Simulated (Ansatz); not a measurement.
Cost and result up the ladder for cyclo-(F2GeNH)3 (Ge3N3F6H3) (15 atoms). The state is a singlet with charge 0. Geometry: PBE-D4/def2-SVP.

```xyz
15

Ge   -0.7440    0.9499    1.4575
F    -2.2799    0.7562    2.2545
F    -0.0472    2.2679    2.3578
N     0.2677   -0.5470    1.6112
Ge    1.0401   -1.5494    0.3125
F     0.5297   -3.2109    0.4178
F     2.7562   -1.6945    0.5703
N     0.6869   -0.8578   -1.3261
Ge   -0.2961    0.5998   -1.7701
F    -1.5673    0.1893   -2.8870
F     0.6477    1.7203   -2.7117
N    -0.9757    1.3899   -0.2863
H     0.4396   -0.8640    2.5709
H     1.1173   -1.3535   -2.1136
H    -1.5749    2.2039   -0.4577
```

Ansatz on 4 threads of Arm Neoverse V2 on a shared host. Times are rough, and most runs start from the orbitals of an earlier one. PBE0-D4/def2-TZVP serves as the yardstick here, not as an exact answer. Differences are given only for rows in sets of like size (and for xTB, whose basis is part of the method), since another set adds its own error. Binding counts from free atoms at the same level (Ge triplet, F doublet, N quartet, H doublet; other spins of the atoms weren't run), without zero-point energy or a counterpoise term.

The 6-31G sets use Cartesian d functions. B3LYP takes the VWN-RPA correlation. Correlated methods freeze 36 core orbitals; core or outer-core shells of Ge are correlated, in sets that lack core-valence functions. The rows differ in basis, and correlated rows in double-zeta sets carry the largest basis error.

Correlated methods converge slowly with the basis, most of all in double-zeta sets.

| level | functions | binding energy per atom (eV) | difference from PBE0-D4/def2-TZVP (eV) |
| --- | --- | --- | --- |
| PBE0-D4/def2-TZVP (with forces) | 441 | 3.94 | 0.00 |
| B3LYP-D4/def2-TZVP | 441 | 3.94 | 0.00 |
| PBE-D4/def2-TZVP | 441 | 4.10 | 0.16 |
| MP2/def2-SVP | 237 | 3.85 | – |
| PBE-D4/def2-SVP | 237 | 4.12 | – |
| PBE0-D4/def2-SVP | 237 | 3.94 | – |
| B3LYP-D4/6-31G | 174 | 3.77 | – |
| revPBE-D4/def2-TZVP | 441 | 3.94 | 0.00 |
| r2SCAN-D4/def2-TZVP | 441 | 3.98 | 0.04 |
| HF/6-31G | 174 | 2.26 | – |

(1) Estimate how long each takes.

Answers

(1) HF/6-31G 3.3 s; PBE-D4/def2-SVP 4.7 s; B3LYP-D4/6-31G 6.5 s; PBE0-D4/def2-SVP 9 s; PBE-D4/def2-TZVP 11 s; revPBE-D4/def2-TZVP 11 s; MP2/def2-SVP 11 s; r2SCAN-D4/def2-TZVP 20 s; B3LYP-D4/def2-TZVP 30 s; PBE0-D4/def2-TZVP (with forces) 50 s. On shared hardware such times vary by a factor of up to 3.
